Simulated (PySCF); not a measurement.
PySCF input file for Cl₃Fe, SMILES [Cl][Fe-]([Cl])[Cl] (connectivity only; charge and spin as stated), charge -1, multiplicity 5, PBE0-D3(BJ)/def2-SVPD. Geometry optimised at PBE0-D3(BJ)/def2-SVPD. The multiplicity is an assumed one; other spin states were not compared.

```python
import numpy as np
from pyscf import gto, scf, dft, df
from pyscf.hessian import thermo

mol = gto.M(
    atom='''
    Fe   -0.00000000    0.00000000    0.00000000
    Cl    2.26004690    0.00000000   -0.00000000
    Cl   -1.13002345    1.95725803   -0.00000000
    Cl   -1.13002345   -1.95725803   -0.00000000
    ''',
    basis='def2-SVPD',
    charge=-1,
    spin=4,
    max_memory=1600,
    verbose=3,
)
mf = dft.UKS(mol, xc='pbe0').density_fit(auxbasis='def2-universal-jkfit')
mf.disp = 'd3bj'
mf.grids.level = 3
mf.conv_tol = 1e-11
mf.max_cycle = 100
mf.kernel()
fine, coarse = mf.grids, dft.Grids(mol).set(level=1).build(with_non0tab=True)
for _ in range(3):  # follow internal instabilities
    mf.grids = coarse
    mo, _, stable, _ = mf.stability(return_status=True, nroots=4)
    mf.grids = fine
    if stable:
        break
    mf.kernel(mf.make_rdm1(mo, mf.mo_occ))

# analytic Hessian; the response equations are solved on a coarser grid
h, args, fine = mf.Hessian(), (mf.mo_energy, mf.mo_coeff, mf.mo_occ), mf.grids
h.max_memory = max(150, 2.5e-5 * df.make_auxmol(mol, mf.with_df.auxbasis).nao * mol.nelec[0] * (mol.nelec[0] + mol.nao))  # MB; small integral blocks
h1ao = h.make_h1(mf.mo_coeff, mf.mo_occ)
mf.grids = dft.Grids(mol).set(level=1).build(with_non0tab=True)
mo1, mo_e1 = h.solve_mo1(*args, h1ao)
mf.grids = fine
hess = h.hess_elec(*args, mo1, mo_e1, h1ao) + h.hess_nuc()
if mf.do_disp():
    hess += h.get_dispersion()
for i in range(mol.natm):  # the analytic DFT Hessian lacks the response of the grid: restore translational invariance
    hess[i, i] -= hess[i].sum(axis=0)
hess = (hess + hess.transpose(1, 0, 3, 2)) / 2
vib = thermo.harmonic_analysis(mol, hess, imaginary_freq=False)
thermo.dump_normal_mode(mol, vib)
th = thermo.thermo(mf, vib['freq_au'][vib['freq_au'] > 0], 298.15, 101325)
thermo.dump_thermo(mol, th)
g0 = mf.nuc_grad_method().set(verbose=0).kernel()

# dipole derivatives [dipole axis, atom, xyz] from the same response
r, irp = mol.intor('int1e_r'), mol.intor('int1e_irp').reshape(3, 3, mol.nao, mol.nao)
sl, dm0, ok = mol.aoslice_by_atom(), np.array(mf.make_rdm1()), []
dmu = np.einsum('a,xt->xat', mol.atom_charges(), np.eye(3))
for a, (_, _, p0, p1) in enumerate(sl):
    dmu[:, a] += 2 * np.einsum('xtij,ij->xt', irp[:, :, :, p0:p1], dm0.reshape(-1, mol.nao, mol.nao).sum(0)[:, p0:p1])
    for u, c, occ, f in zip(mo1, mf.mo_coeff, mf.mo_occ, (2, 2)):
        dmu[:, a] -= f * np.einsum('tui,xuv,vi->xt', u[a], r, c[:, occ > 0], optimize=True)
L = vib['norm_mode']
ir = 974.8801 * (np.einsum('xat,kat->kx', dmu, L) ** 2).sum(1)       # km/mol
apt = np.einsum('xax->a', dmu) / 3
print('mode   freq/cm-1   IR/(km/mol)')
for k, w in enumerate(vib['freq_wavenumber']):
    print(f'{k + 1:4d} {w:11.2f} {ir[k]:13.3f}')
print('max |gradient| / (hartree/bohr):', abs(g0).max())
print('APT charges:', apt.round(4))
```

It prints:

```

WARN: HOMO 0.0892519061411774 >= LUMO 0.0290611079453085


WARN: HOMO -0.857183708763553 >= LUMO -1.1248388050687


WARN: HOMO -0.5185013503874 >= LUMO -0.51781676727426


WARN: HOMO -0.268785443332222 >= LUMO -0.366301304449405


WARN: HOMO 0.228454984053363 >= LUMO 0.133844085228933

converged SCF energy = -2643.3638609472  <S^2> = 6.0119996  2S+1 = 5.0047975
<class 'pyscf.df.df_jk.DFUKS'> wavefunction is stable in the internal stability analysis

WARN: DFTD3 does not support analytical Hessian, using finite difference


WARN: Mole.unit (angstrom) is changed to Bohr

Mode                                 0                   1                   2
Irrep
Freq [cm^-1]                       93.0107             93.0601            114.3793
Reduced mass [au]                  37.6178             37.6177             46.6118
Force const [Dyne/A]                0.1917              0.1919              0.3593
Char temp [K]                     133.8217            133.8927            164.5663
Normal mode                   x     y     z       x     y     z       x     y     z
       0  Fe                -0.00 -0.05 -0.00   -0.05  0.00 -0.00    0.00  0.00 -0.11
       1  Cl                -0.00  0.11  0.00   -0.06 -0.00  0.00   -0.00 -0.00  0.06
       2  Cl                 0.07 -0.01  0.00    0.07  0.07  0.00   -0.00 -0.00  0.06
       3  Cl                -0.07 -0.01  0.00    0.07 -0.07  0.00    0.00  0.00  0.06
Mode                                 3                   4                   5
Irrep
Freq [cm^-1]                      281.9146            361.0142            361.0321
Reduced mass [au]                  35.4500             43.3288             43.3289
Force const [Dyne/A]                1.6600              3.3272              3.3275
Char temp [K]                     405.6124            519.4191            519.4448
Normal mode                   x     y     z       x     y     z       x     y     z
       0  Fe                 0.00 -0.00  0.00    0.00  0.09  0.00    0.09 -0.00 -0.00
       1  Cl                -0.10  0.00 -0.00   -0.00 -0.00 -0.00   -0.10  0.00  0.00
       2  Cl                 0.05 -0.08 -0.00    0.04 -0.07 -0.00   -0.03  0.04  0.00
       3  Cl                 0.05  0.08 -0.00   -0.04 -0.07 -0.00   -0.03 -0.04  0.00
temperature 298.1500 [K]
pressure 101325.00 [Pa]
Rotational constants [GHz] 1.86069 1.86069 0.93035
Symmetry number 6
Zero-point energy (ZPE) 0.00297 [Eh]   7802.111 [J/mol]
                           tot       elec      trans        rot        vib
Entropy [J/mol/K]       351.161     13.382    172.212    106.402     59.166
Cv [J/mol/K]             69.537      0.000     12.472     12.472     44.593
Cp [J/mol/K]             77.851      0.000     20.786     12.472     44.593
Internal energy [J/mol]                      3718.434   3718.434  16585.238
Internal energy [Eh]   -2643.35471  -2643.36386
Enthalpy [J/mol]                             6197.391   3718.434  16585.238
Enthalpy [Eh]          -2643.35377
Gibbs free energy [J/mol]                  -45147.542 -28005.308  -1055.121
Gibbs free energy [Eh] -2643.39364
mode   freq/cm-1   IR/(km/mol)
   1       93.01         4.253
   2       93.06         4.249
   3      114.38        15.423
   4      281.91         0.000
   5      361.01       111.484
   6      361.03       111.446
max |gradient| / (hartree/bohr): 7.764829800109758e-05
APT charges: [ 1.2288 -0.7429 -0.7429 -0.7429]
```

The run converged.
